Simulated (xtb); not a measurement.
xtb input (GFN2-xTB):

```bash
xtb mol.xyz --gfn 2 --sp --chrg -1 --uhf 0
```
mol.xyz:
```
14

Si    -0.85606302    -0.09458915    -0.52043049
C     -1.01624196     1.63905494    -0.35050074
C     -1.96639716    -1.12809289     0.62337585
O      0.70006923    -0.74998420    -0.14078444
Si     1.91160155     0.21389504     0.35877067
H     -1.02839410    -0.61574353    -1.92014804
H     -0.75943855     2.33407474    -1.14394707
H     -1.30138267     2.10761570     0.58736678
H     -1.65875224    -2.17735917     0.64850981
H     -1.90410085    -0.73700868     1.64390371
H     -3.01208475    -1.07601805     0.31027285
H      3.07777270    -0.70318975     0.59051842
H      1.70551295     0.91040367     1.65782474
H      2.39860881     1.22104366    -0.62203913
```

Output:

```
           -------------------------------------------------
          |                Calculation Setup                |
           -------------------------------------------------

molecular fragmentation (1/2 indicates fragments):
11111211111112
# atoms in fragment 1/2:    12     2
 fragment masses (1/2) :      103.25        2.02
CMA distance (Bohr)    :   2.798
constraining FC (au)   :  0.0500

           -------------------------------------------------
          |                 G F N 2 - x T B                 |
           -------------------------------------------------

        Reference                      10.1021/acs.jctc.8b01176
      * Hamiltonian:
        H0-scaling (s, p, d)           1.850000    2.230000    2.230000
        zeta-weighting                 0.500000
      * Dispersion:
        s8                             2.700000
        a1                             0.520000
        a2                             5.000000
        s9                             5.000000
      * Repulsion:
        kExp                           1.500000    1.000000
        rExp                           1.000000
      * Coulomb:
        alpha                          2.000000
        third order                    shell-resolved
        anisotropic                    true
        a3                             3.000000
        a5                             4.000000
        cn-shift                       1.200000
        cn-exp                         4.000000
        max-rad                        5.000000

          ...................................................
          :                      SETUP                      :
          :.................................................:
          :  # basis functions                  41          :
          :  # atomic orbitals                  39          :
          :  # shells                           21          :
          :  # electrons                        32          :
          :  max. iterations                   250          :
          :  Hamiltonian                  GFN2-xTB          :
          :  restarted?                      false          :
          :  GBSA solvation                  false          :
          :  PC potential                    false          :
          :  electronic temp.          300.0000000     K    :
          :  accuracy                    1.0000000          :
          :  -> integral cutoff          0.2500000E+02      :
          :  -> integral neglect         0.1000000E-07      :
          :  -> SCF convergence          0.1000000E-05 Eh   :
          :  -> wf. convergence          0.1000000E-03 e    :
          :  Broyden damping             0.4000000          :
          :  net charge                         -1          :
          :  unpaired electrons                  0          :
          ...................................................

 iter      E             dE          RMSdq      gap      omega  full diag
   1    -16.5859677 -0.165860E+02  0.733E+00    4.51       0.0  T
   2    -16.7542887 -0.168321E+00  0.660E+00    1.66       1.0  T
   3    -16.7838270 -0.295382E-01  0.426E+00    2.40       1.0  T
   4    -16.7547883  0.290387E-01  0.316E+00    2.10       1.0  T
   5    -16.7877451 -0.329568E-01  0.889E-01    2.19       1.0  T
   6    -16.7884030 -0.657989E-03  0.413E-01    2.47       1.0  T
   7    -16.7887201 -0.317007E-03  0.228E-01    2.34       1.0  T
   8    -16.7888047 -0.846491E-04  0.633E-02    2.41       1.0  T
   9    -16.7888187 -0.140167E-04  0.290E-02    2.42       1.0  T
  10    -16.7888195 -0.777178E-06  0.131E-02    2.41       2.0  T
  11    -16.7888197 -0.195870E-06  0.628E-03    2.41       4.3  T
  12    -16.7888198 -0.767352E-07  0.236E-03    2.41      11.3  T
  13    -16.7888198 -0.728298E-08  0.907E-04    2.41      29.5  T
  14    -16.7888198 -0.157775E-08  0.417E-04    2.41      64.1  T

   *** convergence criteria satisfied after 14 iterations ***

         #    Occupation            Energy/Eh            Energy/eV
      -------------------------------------------------------------
         1        2.0000           -0.5785317             -15.7426
       ...           ...                  ...                  ...
        10        2.0000           -0.2841081              -7.7310
        11        2.0000           -0.2571369              -6.9971
        12        2.0000           -0.2538001              -6.9063
        13        2.0000           -0.2380281              -6.4771
        14        2.0000           -0.2086173              -5.6768
        15        2.0000           -0.1907908              -5.1917
        16        2.0000           -0.0883410              -2.4039 (HOMO)
        17                          0.0002876               0.0078 (LUMO)
        18                          0.0079162               0.2154
        19                          0.0107464               0.2924
        20                          0.0755322               2.0553
        21                          0.0831144               2.2617
       ...                                ...                  ...
        39                          1.0538490              28.6767
      -------------------------------------------------------------
                  HL-Gap            0.0886286 Eh            2.4117 eV
             Fermi-level           -0.0440267 Eh           -1.1980 eV

 SCC (total)                   0 d,  0 h,  0 min,  0.009 sec
 SCC setup                      ...        0 min,  0.000 sec (  0.995%)
 Dispersion                     ...        0 min,  0.000 sec (  0.756%)
 classical contributions        ...        0 min,  0.000 sec (  0.282%)
 integral evaluation            ...        0 min,  0.001 sec ( 14.267%)
 iterations                     ...        0 min,  0.005 sec ( 55.222%)
 molecular gradient             ...        0 min,  0.002 sec ( 27.576%)
 printout                       ...        0 min,  0.000 sec (  0.740%)

         :::::::::::::::::::::::::::::::::::::::::::::::::::::
         ::                     SUMMARY                     ::
         :::::::::::::::::::::::::::::::::::::::::::::::::::::
         :: total energy             -16.611745816266 Eh    ::
         :: gradient norm              0.055819906927 Eh/a0 ::
         :: HOMO-LUMO gap              2.411708182024 eV    ::
         ::.................................................::
         :: SCC energy               -16.788793295757 Eh    ::
         :: -> isotropic ES            0.159169130765 Eh    ::
         :: -> anisotropic ES          0.017800070388 Eh    ::
         :: -> anisotropic XC         -0.003154117795 Eh    ::
         :: -> dispersion             -0.011577663137 Eh    ::
         :: repulsion energy           0.177047479491 Eh    ::
         :: add. restraining           0.000000000000 Eh    ::
         :: total charge              -1.000000000000 e     ::
         :::::::::::::::::::::::::::::::::::::::::::::::::::::

           -------------------------------------------------
          |                Property Printout                |
           -------------------------------------------------

    * Orbital Energies and Occupations

         #    Occupation            Energy/Eh            Energy/eV
      -------------------------------------------------------------
         1        2.0000           -0.5785317             -15.7426
       ...           ...                  ...                  ...
         4        2.0000           -0.3887452             -10.5783
         5        2.0000           -0.3169434              -8.6245
         6        2.0000           -0.3021379              -8.2216
         7        2.0000           -0.2981044              -8.1118
         8        2.0000           -0.2932860              -7.9807
         9        2.0000           -0.2917791              -7.9397
        10        2.0000           -0.2841081              -7.7310
        11        2.0000           -0.2571369              -6.9971
        12        2.0000           -0.2538001              -6.9063
        13        2.0000           -0.2380281              -6.4771
        14        2.0000           -0.2086173              -5.6768
        15        2.0000           -0.1907908              -5.1917
        16        2.0000           -0.0883410              -2.4039 (HOMO)
        17                          0.0002876               0.0078 (LUMO)
        18                          0.0079162               0.2154
        19                          0.0107464               0.2924
        20                          0.0755322               2.0553
        21                          0.0831144               2.2617
        22                          0.1020262               2.7763
        23                          0.1327180               3.6114
        24                          0.1648175               4.4849
        25                          0.2407313               6.5506
        26                          0.2741166               7.4591
        27                          0.3095190               8.4224
       ...                                ...                  ...
        39                          1.0538490              28.6767
      -------------------------------------------------------------
                  HL-Gap            0.0886286 Eh            2.4117 eV
             Fermi-level           -0.0440267 Eh           -1.1980 eV

     #   Z          covCN         q      C6AA      α(0)
     1  14 Si       3.712     0.440    98.590    19.013
     2   6 C        2.736    -0.361    38.385    10.144
     3   6 C        3.647    -0.170    24.189     7.067
     4   8 O        1.534    -0.492    22.813     6.443
     5  14 Si       3.778     0.506    96.744    18.821
     6   1 H        0.905    -0.191    10.157     4.986
     7   1 H        0.925    -0.063     4.427     3.290
     8   1 H        0.925    -0.052     4.136     3.180
     9   1 H        0.924    -0.033     3.704     3.010
    10   1 H        0.924    -0.039     3.844     3.066
    11   1 H        0.924    -0.049     4.078     3.158
    12   1 H        0.905    -0.191    10.140     4.982
    13   1 H        0.911    -0.149     7.668     4.332
    14   1 H        0.911    -0.156     7.996     4.423

 Mol. C6AA /au·bohr⁶  :       3274.258215
 Mol. C8AA /au·bohr⁸  :     103809.663595
 Mol. α(0) /au        :         95.914185

Wiberg/Mayer (AO) data.
largest (>0.10) Wiberg bond orders for each atom

 ---------------------------------------------------------------------------
     #   Z sym  total        # sym  WBO       # sym  WBO       # sym  WBO
 ---------------------------------------------------------------------------
     1  14 Si   3.969 --     2 C    1.592     6 H    0.852     3 C    0.797
                             4 O    0.721
     2   6 C    3.681 --     1 Si   1.592     7 H    0.975     8 H    0.968
     3   6 C    3.935 --    11 H    1.014    10 H    1.010     9 H    1.005
                             1 Si   0.797
     4   8 O    2.255 --     5 Si   1.333     1 Si   0.721
     5  14 Si   3.993 --     4 O    1.333    13 H    0.882    14 H    0.881
                            12 H    0.865
     6   1 H    0.964 --     1 Si   0.852
     7   1 H    0.996 --     2 C    0.975
     8   1 H    0.997 --     2 C    0.968
     9   1 H    0.999 --     3 C    1.005
    10   1 H    0.998 --     3 C    1.010
    11   1 H    0.997 --     3 C    1.014
    12   1 H    0.964 --     5 Si   0.865
    13   1 H    0.978 --     5 Si   0.882
    14   1 H    0.976 --     5 Si   0.881
 ---------------------------------------------------------------------------

Topologies differ in total number of bonds
Writing topology from bond orders to xtbtopo.mol

molecular dipole:
                 x           y           z       tot (Debye)
 q only:        0.610      -0.267       0.161
   full:        0.570      -0.783       0.503       2.774
Note: The following floating-point exceptions are signalling: IEEE_UNDERFLOW_FLAG IEEE_DENORMAL
normal termination of xtb
molecular quadrupole (traceless):
                xx          xy          yy          xz          yz          zz
 q only:       -4.136       1.325      -1.590      -0.277       1.592       5.726
  q+dip:       -8.953       3.708       1.999      -3.464       2.509       6.954
   full:       -6.066       3.959      -0.871      -3.548       1.282       6.938

           -------------------------------------------------
          | TOTAL ENERGY              -16.611745816266 Eh   |
          | GRADIENT NORM               0.055819906927 Eh/α |
          | HOMO-LUMO GAP               2.411708182024 eV   |
           -------------------------------------------------

------------------------------------------------------------------------
------------------------------------------------------------------------
 total:
 SCF:
```

It need not be the lowest isomer of its formula. Whether it binds its extra electron was not tested at this geometry.
